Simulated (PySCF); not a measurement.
C5H9F3Si2.
Numbering: `[F:1][C:2]([F:3])([F:4])/[CH:5]=[CH:6]/[SiH2:7]/[CH:8]=[CH:9]/[SiH3:10]` (hydrogens: H11 on C5; H12 on C6; H13, H14 on Si7; H15 on C8; H16 on C9; H17, H18, H19 on Si10)

The calculation used PBE0-D3(BJ)/def2-SVP geometry optimisation, gas phase (PySCF 2.14.0).

Problem. List the bond lengths, angles and torsions at this level.

Solution. 
```json
{"bond": "F1–C2, C2–F3, C2–F4", "length (Å)": "1.336", "order": "single"}
{"bond": "C2–C5", "length (Å)": "1.498", "order": "single"}
{"bond": "C5=C6", "length (Å)": "1.335", "order": "double"}
{"bond": "C6–Si7", "length (Å)": "1.874", "order": "single"}
{"bond": "Si7–C8", "length (Å)": "1.875", "order": "single"}
{"bond": "C8=C9", "length (Å)": "1.345", "order": "double"}
{"bond": "C9–Si10", "length (Å)": "1.875", "order": "single"}
{"bond": "C5–H11", "length (Å)": "1.096", "order": "single"}
{"bond": "C6–H12", "length (Å)": "1.098", "order": "single"}
{"bond": "Si7–H13, Si7–H14", "length (Å)": "1.496", "order": "single"}
{"bond": "C8–H15", "length (Å)": "1.100", "order": "single"}
{"bond": "C9–H16", "length (Å)": "1.101", "order": "single"}
{"bond": "Si10–H17, Si10–H18, Si10–H19", "length (Å)": "1.495", "order": "single"}
```

Bonds in one row agree within 0.01 Å and their mean is given. Orders are formal, as drawn. A selection of angles:
```json
{"angle": "F1–C2–F3", "degrees": "107.7"}
{"angle": "F1–C2–C5", "degrees": "110.9"}
{"angle": "F3–C2–C5", "degrees": "112.7"}
{"angle": "C2–C5–C6", "degrees": "123.7"}
{"angle": "C5–C6–Si7", "degrees": "123.6"}
{"angle": "C6–Si7–C8", "degrees": "109.8"}
{"angle": "Si7–C8–C9", "degrees": "123.9"}
{"angle": "C8–C9–Si10", "degrees": "123.9"}
```

Torsions: F1–C2–C5–C6 -121° (anticlinal); C2–C5–C6–Si7 -179° (antiperiplanar); C5–C6–Si7–C8 114° (anticlinal); C6–Si7–C8–C9 -12° (synperiplanar); Si7–C8–C9–Si10 180° (antiperiplanar). The mirror-image conformer, all signs reversed, is as good.

Si10 (SiH3 silicon) is tetrahedral (angles from 107.7° to 110.6°). Si7 (SiH2 silicon) is tetrahedral (angles from 108.4° to 111.0°). The 3 C–C bonds span 1.335 Å (C5=C6, drawn double) to 1.498 Å (C2–C5, drawn single), a spread of 0.163 Å. Of the pairs four or more bonds apart, F3···H12 is among the closest relative to their van der Waals radii: 2.37 Å, 89 % of the sum of Bondi's values. All 3 C–Si bonds measure 1.874 to 1.875 Å.

Point group: C1 (no symmetry element, even within 0.4 Å). PBE0-D3(BJ)/def2-SVP frequencies: not computed here. The numbers are those of one conformer.
